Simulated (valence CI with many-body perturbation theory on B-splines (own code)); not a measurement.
Values are calculated unless marked as measured or tabulated.
**Zn25+: magnetic and hyperfine properties of the levels**

Method: valence CI with perturbative core correlation (CI+MBPT): three valence electrons over a frozen Dirac-Fock core [He], radial functions for each j: 11 s, 11 p, 9 d, 7 f, 5 g, 2 h, 1 i, with the one-electron correlation potential Σ1 (screened to all orders), the two-electron term Σ2, the three-electron term Σ3, Breit, model QED; selected single and double excitations, second order for the rest (own B-spline code, finite nucleus).

No measured levels were compared; by estimate levels of excited configurations hold to 0.05 to 0.15 % of their energy, terms of the ground configuration to about 0.5 %.

A/g_I is the dipole constant over the nuclear g factor μ/I (μ in nuclear magnetons, uniformly magnetised nucleus), B/Q the quadrupole constant per barn. Both hold the static response of the core; the bare values leave it out. Large factors of s and p1/2 electrons are usually good to 5 to 10 %; those of open d and f shells near neutrality can be off by tens of per cent, and small factors of p3/2, d and f electrons come from cancelling terms and can be off by a factor of two or in sign, in half-filled shells by more. B is blank for J = 1/2, where it vanishes, and for nearly pure S terms. Energies count from the lowest level.

Names give the largest LS component (configuration and term), which can be under half, so a name can repeat, a term be missing and a line seem to break the LS rules; names also repeat where a configuration has a term twice. Letters in brackets count levels of one name in rising energy.

```
               Level  E (× 10³ cm⁻¹)      g  A/g_I (MHz)  A/g_I bare  B/Q (MHz/b)  B/Q bare
      2s2 2p 2P°_1/2            0.00  0.659       255000      252000                       
      2s2 2p 2P°_3/2          221.98  1.329        46900       49200        86100     86400
       2s 2p2 4P_1/2          513.67  2.592       537000      531000                       
       2s 2p2 4P_3/2          632.44  1.718       204000      203000        69600     69800
       2s 2p2 4P_5/2          719.23  1.541       219000      218000       -55400    -55500
       2s 2p2 2D_3/2          964.49  0.849       -23600      -20100       104000    104000
       2s 2p2 2D_5/2          1032.5  1.249       219000      216000       142000    142000
       2s 2p2 2P_1/2          1069.5  1.121       116000      114000                       
       2s 2p2 2S_1/2          1306.2  1.608       688000      670000                       
       2s 2p2 2P_3/2          1319.0  1.285       -68800      -62000       -70100    -70300
         2p3 4S°_3/2          1606.9  1.789         9380       18600        25600     25700
         2p3 2D°_3/2          1792.8  1.072        29300       30500        64900     65200
         2p3 2D°_5/2          1852.1  1.195        85200       87400         -657      -660
         2p3 2P°_1/2          2018.8  0.659       256000      252000                       
         2p3 2P°_3/2          2157.1  1.259        46000       49100       -89000    -89300
       2s2 3s 2S_1/2           11243  2.000       232000      228000                       
      2s2 3p 2P°_1/2           11458  0.666        67700       66900                       
      2s2 3p 2P°_3/2           11521  1.334        28500       28800        26300     26300
    2s 2p 3s 4P°_1/2           11670  2.569       488000      479000                       
       2s2 3d 2D_3/2           11714  0.798         9740        9690         4850      4930
    2s 2p 3s 4P°_3/2           11719  1.677       363000      357000       -52800    -53000
       2s2 3d 2D_5/2           11733  1.198         3830        3820         6630      6760
2s 2p 3s 2P°_1/2 [a]           11797  0.721       244000      241000                       
     2s 2p 3p 4D_1/2           11857  0.194       -58500      -56500                       
    2s 2p 3s 4P°_5/2           11884  1.596       237000      234000        88300     88700
     2s 2p 3p 4D_3/2           11901  1.222       291000      286000       -35600    -35700
 2s 2p 3p 4S_3/2 [a]           11959  1.476        85000       84300         8990      9010
2s 2p 3s 2P°_3/2 [a]           11970  1.364       247000      245000        73500     73800
 2s 2p 3p 2P_1/2 [a]           11984  0.774        -4750       -5200                       
     2s 2p 3p 4D_5/2           11990  1.381       180000      178000        -4330     -4360
     2s 2p 3p 4P_1/2           11994  2.476       384000      378000                       
 2s 2p 3p 2D_3/2 [a]           12030  1.255       110000      109000        26400     26500
    2s 2p 3d 4F°_3/2           12092  0.484       -78600      -76700        13800     13900
    2s 2p 3d 4F°_5/2           12124  1.083        85600       84300        -6450     -6390
     2s 2p 3p 4P_3/2           12126  1.511       265000      262000        59400     59600
     2s 2p 3p 4D_7/2           12143  1.425       143000      142000       114000    114000
     2s 2p 3p 4P_5/2           12147  1.434       203000      201000        46600     46800
 2s 2p 3p 4S_3/2 [b]           12168  1.566       213000      210000         6760      6790
    2s 2p 3d 4P°_5/2           12170  1.393       127000      125000         1520      1590
    2s 2p 3d 4F°_7/2           12175  1.272       126000      124000       -25800    -25800
```

**Question.** Take the isotope of mass number 67, with I = 5/2, μ = 0.87485 μN and Q = 0.122 b. What is the hyperfine structure of 2s2 2p 2P°_1/2?

**Answer.** From the table A = 89400 MHz. Shifts from the centre of gravity in MHz: F = 2: -156000, F = 3: 112000.
